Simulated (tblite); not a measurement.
A geometry optimisation, step by step.

C4H10N2Si.
Numbering: `[CH3:1][NH:2][C@@H:3]1[CH:4]=[N:5][SiH2:6][CH2:7]1` (hydrogens: H8, H9, H10 on C1; H11 on N2; H12 on C3; H13 on C4; H14, H15 on Si6; H16, H17 on C7)

Computed with GFN2-xTB (tblite), gas phase: L-BFGS steps from a force-field or distance-geometry start until the largest atomic force falls under 0.01 eV/Å. 8 of its 71 geometries are shown.

Step 0: E = -577.1901 eV, largest atomic force 2.942 eV/Å
```
atom  x, y, z in Å  |  force x, y, z in eV/Å
C1      2.377   -0.410   -0.203   -0.312   0.372   0.036
N2      1.284    0.480   -0.635    0.409  -1.010  -0.097
C3     -0.020   -0.141   -0.429   -0.453   1.491  -0.230
C4     -1.088    0.758   -1.090   -1.973  -0.215   1.213
N5     -2.248    0.943   -0.521    2.618  -0.449  -1.265
Si6    -2.295    0.061    0.987   -1.033   0.257   0.414
C7     -0.448   -0.250    1.031    0.369  -0.789   0.696
H8      2.331   -0.617    0.874    0.007  -0.164  -0.041
H9      2.355   -1.353   -0.757   -0.190   0.224   0.064
H10     3.326    0.073   -0.403    0.142   0.155  -0.114
H11     1.342    1.349   -0.104   -0.091  -0.159  -0.103
H12    -0.082   -1.107   -0.950    0.242   0.155   0.117
H13    -0.872    1.185   -2.062   -0.036   0.067   0.123
H14    -3.055   -1.191    0.801    0.074   0.271   0.103
H15    -2.756    0.935    2.101    0.082  -0.344  -0.434
H16    -0.186   -1.227    1.468    0.067   0.359  -0.155
H17     0.027    0.523    1.655    0.076  -0.220  -0.327
```

Step 10: E = -577.3868 eV, largest atomic force 0.102 eV/Å
```
atom  x, y, z in Å  |  force x, y, z in eV/Å
C1      2.374   -0.404   -0.194   -0.001   0.032  -0.024
N2      1.294    0.456   -0.630   -0.007   0.021  -0.056
C3     -0.024   -0.097   -0.412    0.016  -0.004   0.023
C4     -1.089    0.748   -1.070   -0.039  -0.077  -0.016
N5     -2.224    0.900   -0.544    0.069  -0.021   0.072
Si6    -2.326    0.065    0.996    0.006  -0.043   0.009
C7     -0.448   -0.277    1.058   -0.031   0.011  -0.007
H8      2.350   -0.650    0.878    0.007   0.030  -0.029
H9      2.322   -1.336   -0.759    0.039   0.031   0.004
H10     3.313    0.099   -0.417    0.054  -0.066   0.005
H11     1.363    1.361   -0.172    0.003  -0.014  -0.005
H12    -0.048   -1.072   -0.924   -0.016   0.048   0.011
H13    -0.864    1.195   -2.032    0.020   0.038   0.001
H14    -3.106   -1.158    0.827   -0.021   0.018   0.037
H15    -2.809    0.940    2.058   -0.012   0.016  -0.066
H16    -0.145   -1.246    1.449   -0.053   0.023  -0.007
H17     0.058    0.489    1.651   -0.032  -0.044   0.048
```

Step 20: E = -577.3940 eV, largest atomic force 0.045 eV/Å
```
atom  x, y, z in Å  |  force x, y, z in eV/Å
C1      2.384   -0.397   -0.205   -0.011   0.011   0.001
N2      1.300    0.460   -0.639   -0.012  -0.006  -0.006
C3     -0.017   -0.094   -0.406    0.001  -0.013   0.043
C4     -1.085    0.745   -1.064   -0.005  -0.028  -0.009
N5     -2.222    0.884   -0.540   -0.007   0.014  -0.024
Si6    -2.332    0.055    0.999    0.034  -0.008   0.000
C7     -0.452   -0.285    1.064    0.000  -0.012   0.001
H8      2.355   -0.636    0.868    0.028  -0.012   0.006
H9      2.332   -1.331   -0.767    0.006   0.005   0.008
H10     3.333    0.089   -0.426   -0.020   0.015  -0.015
H11     1.372    1.369   -0.191    0.008  -0.006   0.013
H12    -0.043   -1.068   -0.918   -0.002   0.014   0.000
H13    -0.857    1.208   -2.018    0.013   0.018  -0.005
H14    -3.133   -1.156    0.857    0.005  -0.013   0.013
H15    -2.831    0.962    2.022    0.003   0.027   0.006
H16    -0.161   -1.262    1.445   -0.024   0.026  -0.016
H17     0.049    0.467    1.681   -0.016  -0.032  -0.017
```

Step 30: E = -577.3962 eV, largest atomic force 0.025 eV/Å
```
atom  x, y, z in Å  |  force x, y, z in eV/Å
C1      2.391   -0.392   -0.208   -0.006   0.008  -0.006
N2      1.297    0.459   -0.630   -0.009   0.001   0.012
C3     -0.018   -0.098   -0.401    0.002  -0.004   0.018
C4     -1.083    0.742   -1.064    0.008  -0.014  -0.006
N5     -2.225    0.875   -0.551    0.001   0.013  -0.018
Si6    -2.338    0.059    0.994    0.025   0.002   0.002
C7     -0.462   -0.293    1.065    0.013  -0.017  -0.003
H8      2.384   -0.631    0.865    0.001   0.011  -0.006
H9      2.338   -1.327   -0.768    0.003   0.005  -0.002
H10     3.330    0.105   -0.447    0.003  -0.009  -0.002
H11     1.369    1.367   -0.180   -0.006   0.001   0.016
H12    -0.042   -1.070   -0.917    0.002   0.008   0.006
H13    -0.842    1.217   -2.010   -0.011  -0.004  -0.005
H14    -3.132   -1.160    0.887   -0.021   0.000  -0.004
H15    -2.827    0.992    2.000   -0.009   0.013   0.011
H16    -0.189   -1.278    1.436    0.006   0.003   0.006
H17     0.044    0.444    1.692    0.000  -0.018  -0.018
```

Step 40: E = -577.3974 eV, largest atomic force 0.025 eV/Å
```
atom  x, y, z in Å  |  force x, y, z in eV/Å
C1      2.396   -0.381   -0.212   -0.006  -0.002  -0.006
N2      1.293    0.467   -0.617   -0.006  -0.008   0.022
C3     -0.018   -0.107   -0.400    0.003   0.008   0.003
C4     -1.082    0.732   -1.068    0.013  -0.013  -0.003
N5     -2.223    0.872   -0.555    0.007   0.006  -0.012
Si6    -2.339    0.067    0.996    0.012   0.003  -0.001
C7     -0.467   -0.309    1.064    0.016   0.004  -0.010
H8      2.407   -0.620    0.861    0.003   0.005  -0.015
H9      2.336   -1.316   -0.771    0.004  -0.004   0.000
H10     3.330    0.116   -0.469   -0.007   0.002   0.011
H11     1.356    1.363   -0.143   -0.004   0.001  -0.011
H12    -0.030   -1.076   -0.921    0.009   0.019   0.006
H13    -0.839    1.203   -2.015   -0.010  -0.016   0.007
H14    -3.152   -1.140    0.900   -0.019  -0.015  -0.006
H15    -2.824    1.017    1.987    0.008   0.009   0.020
H16    -0.200   -1.296    1.433   -0.014  -0.004  -0.014
H17     0.049    0.420    1.693   -0.008   0.005   0.009
```

Step 50: E = -577.3983 eV, largest atomic force 0.015 eV/Å
```
atom  x, y, z in Å  |  force x, y, z in eV/Å
C1      2.400   -0.372   -0.215    0.001   0.001   0.000
N2      1.291    0.475   -0.605   -0.001  -0.008   0.013
C3     -0.016   -0.109   -0.395    0.001  -0.002  -0.012
C4     -1.082    0.721   -1.072    0.003  -0.009  -0.005
N5     -2.221    0.869   -0.560    0.003   0.001  -0.004
Si6    -2.342    0.076    0.997    0.002   0.007  -0.007
C7     -0.473   -0.319    1.064    0.010   0.002  -0.008
H8      2.425   -0.615    0.857   -0.005   0.005  -0.008
H9      2.338   -1.305   -0.777   -0.003   0.008  -0.002
H10     3.331    0.129   -0.480   -0.003   0.008   0.011
H11     1.349    1.368   -0.123    0.003  -0.006  -0.006
H12    -0.013   -1.076   -0.919   -0.010  -0.002  -0.002
H13    -0.841    1.174   -2.029   -0.006   0.001   0.010
H14    -3.176   -1.118    0.903   -0.001   0.002   0.002
H15    -2.803    1.035    1.993    0.001   0.000   0.003
H16    -0.221   -1.315    1.420   -0.003  -0.007   0.006
H17     0.046    0.396    1.704    0.007   0.000   0.008
```

Step 60: E = -577.3986 eV, largest atomic force 0.022 eV/Å
```
atom  x, y, z in Å  |  force x, y, z in eV/Å
C1      2.401   -0.366   -0.215    0.006  -0.002   0.003
N2      1.289    0.475   -0.605    0.004  -0.003   0.021
C3     -0.016   -0.114   -0.396    0.002  -0.001  -0.013
C4     -1.081    0.715   -1.075   -0.010  -0.015  -0.002
N5     -2.220    0.867   -0.562   -0.001   0.014   0.009
Si6    -2.339    0.083    0.999   -0.017   0.009  -0.009
C7     -0.474   -0.326    1.063   -0.001   0.001  -0.009
H8      2.423   -0.615    0.856   -0.011  -0.003  -0.009
H9      2.348   -1.295   -0.783    0.010   0.004   0.005
H10     3.329    0.145   -0.470    0.000  -0.003   0.000
H11     1.343    1.367   -0.122   -0.003   0.006  -0.006
H12    -0.012   -1.081   -0.920    0.002  -0.003  -0.002
H13    -0.841    1.163   -2.034   -0.003  -0.005   0.016
H14    -3.186   -1.103    0.908    0.004  -0.002   0.005
H15    -2.791    1.044    1.996    0.003   0.005  -0.003
H16    -0.234   -1.325    1.417    0.011  -0.011  -0.007
H17     0.054    0.379    1.708    0.002   0.007   0.000
```

Step 70: E = -577.3991 eV, largest atomic force 0.009 eV/Å
```
atom  x, y, z in Å  |  force x, y, z in eV/Å
C1      2.403   -0.355   -0.211    0.004  -0.005   0.002
N2      1.283    0.473   -0.606    0.007   0.001   0.006
C3     -0.018   -0.127   -0.401    0.004   0.006  -0.005
C4     -1.082    0.703   -1.079   -0.007  -0.003  -0.005
N5     -2.215    0.873   -0.560   -0.004  -0.002   0.001
Si6    -2.337    0.096    1.005   -0.001  -0.002  -0.002
C7     -0.477   -0.342    1.058    0.003   0.000  -0.003
H8      2.411   -0.622    0.855   -0.007  -0.001   0.000
H9      2.376   -1.275   -0.795   -0.001  -0.004   0.002
H10     3.326    0.175   -0.442   -0.002   0.001   0.000
H11     1.326    1.368   -0.125   -0.003   0.003   0.002
H12    -0.005   -1.093   -0.926   -0.001   0.007  -0.003
H13    -0.844    1.143   -2.042   -0.001   0.001  -0.001
H14    -3.200   -1.077    0.924   -0.001   0.001   0.006
H15    -2.768    1.070    2.001    0.006  -0.001  -0.004
H16    -0.251   -1.348    1.402    0.002  -0.003   0.003
H17     0.064    0.350    1.706    0.002   0.001   0.002
```

Problem. Summarise the path.

Solution. The energy falls by 0.2091 eV from step 0 to step 70; nine tenths of that is first reached at step 8. It falls at every step. The largest force goes from 2.942 to 0.009 eV/Å. Among the bonds C4=N5 changes most, from 1.306 to 1.258 Å; the atoms move by 0.109 Å rms after alignment.

What follows is the cost of the whole relaxation. Time: 0.71 s. Hardware: an Arm Neoverse N1 with one thread, no GPU, shared host with 64 logical CPUs at a one-minute load of 60.
